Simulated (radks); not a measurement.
Isoelectronic series with 19 electrons, all held in the configuration [Ar] 3d1, which need not be the ground one along the series. Calculated with a radial shooting solver on a logarithmic mesh with Libxc functionals: Dirac Kohn-Sham, PBE, spin-unpolarised, spherical densities, finite nucleus; open shells fill j = l - 1/2 first; Fermi nuclear charge, rms radius of each element as measured or else 0.836 A^(1/3) + 0.57 fm. Total energies (hartree) and orbital eigenvalues (eV) (* marks an orbital that is empty in some or all of the ions):

ion,E (hartree),3d5/2*,3d3/2,3p3/2,3p1/2,3s1/2
Sr19+,-2979.21760,-743.9918,-746.9029,-854.3967,-868.4573,-935.8716
Zr21+,-3341.51403,-887.9948,-891.8471,-1008.010,-1026.148,-1099.329
Mo23+,-3725.89187,-1044.141,-1049.142,-1173.983,-1197.036,-1276.060
Ru25+,-4132.60351,-1212.420,-1218.807,-1352.340,-1381.263,-1466.214
Pd27+,-4561.91691,-1392.827,-1400.865,-1543.114,-1578.987,-1669.952
Cd29+,-5014.11895,-1585.358,-1595.346,-1746.339,-1790.378,-1887.452
Sn31+,-5489.52266,-1790.014,-1802.285,-1962.056,-2015.623,-2118.906
Te33+,-5988.45581,-2006.796,-2021.719,-2190.307,-2254.925,-2364.523
Xe35+,-6511.28228,-2235.708,-2253.691,-2431.138,-2508.503,-2624.531
Ba37+,-7058.3810,-2476.755,-2498.245,-2684.599,-2776.592,-2899.172
Ce39+,-7630.1651,-2729.943,-2755.430,-2950.742,-3059.450,-3188.710
Nd41+,-8227.0745,-2995.281,-3025.299,-3229.624,-3357.350,-3493.428
Sm43+,-8849.5493,-3272.776,-3307.907,-3521.304,-3670.590,-3813.619
Gd45+,-9498.1412,-3562.438,-3603.313,-3825.844,-3999.488,-4149.626
Dy47+,-10173.3785,-3864.278,-3911.577,-4143.307,-4344.388,-4501.797
Er49+,-10875.8571,-4178.306,-4232.766,-4473.764,-4705.663,-4870.515
Yb51+,-11606.1792,-4504.535,-4566.947,-4817.285,-5083.712,-5256.180
Hf53+,-12365.0450,-4842.978,-4914.191,-5173.943,-5478.966,-5659.242
W55+,-13153.1857,-5193.648,-5274.573,-5543.817,-5891.894,-6080.177
Os57+,-13971.3514,-5556.558,-5648.169,-5926.988,-6322.999,-6519.483
Pt59+,-14820.4446,-5931.724,-6035.061,-6323.538,-6772.831,-6977.739
Hg61+,-15701.3257,-6319.160,-6435.332,-6733.554,-7241.981,-7455.519
Pb63+,-16615.0119,-6718.881,-6849.070,-7157.126,-7731.095,-7953.483
